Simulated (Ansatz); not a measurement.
Ideal-gas functions of `O=[CH][GaH][F]` at 500 K and 1 bar, from an Ansatz frequency run at PBE0-D4/def2-TZVP.

Molar mass 118.75 g/mol, point group Cs (symmetry number 1), electronic degeneracy 1, moments of inertia 30.615, 189.006, 219.621 u Å². Harmonic wavenumbers (cm⁻¹, unscaled): 44, 105, 288, 414, 545, 623, 672, 814, 1366, 1769, 2021, 2844.

Use S(trans) = R[1.5 ln M + 2.5 ln T − 1.1517]; rotational temperatures θ = 24.2544 K / I; S(rot) = R[ln(√π/σ · √(T³/θAθBθC)) + 1.5]; for each mode x = 1.438777 ν̃/T, S = R[x/(eˣ − 1) − ln(1 − e⁻ˣ)] and H = RT x/(eˣ − 1); 1 cm⁻¹ = 0.0119627 kJ/mol; R = 8.31446 J/(mol·K).

Q: By hand: the entropy, in J/(mol·K).

A: Translation 179.2. Rotation: θ = 0.7922, 0.1283, 0.1104 K, giving 113.4. Vibration, mode by mode: 25.50, 18.30, 10.11, 7.33, 5.38, 4.49, 4.02, 2.91, 0.82, 0.31, 0.17, 0.02, in all 79.4. Electronic 0.0. Sum 372.0 J/(mol·K).

Q: By hand: H − E and G − E in kJ/mol, counted from the electronic energy.

A: Zero-point energy ½ × 11505 × 0.0119627 = 68.8; thermal vibration 18.4; translation, rotation and pV give 4 RT = 16.6. H − E = 103.8 kJ/mol, and G − E = 103.8 − 500 × 372.0/1000 = -82.2 kJ/mol.

Vibration gives 21 % of the entropy, 43.8 J/(mol·K) of it from the modes under 150 cm⁻¹: soft modes count most, and the harmonic formula is weakest for them. The sum counts one conformer and one mirror image; others add a mixing term.
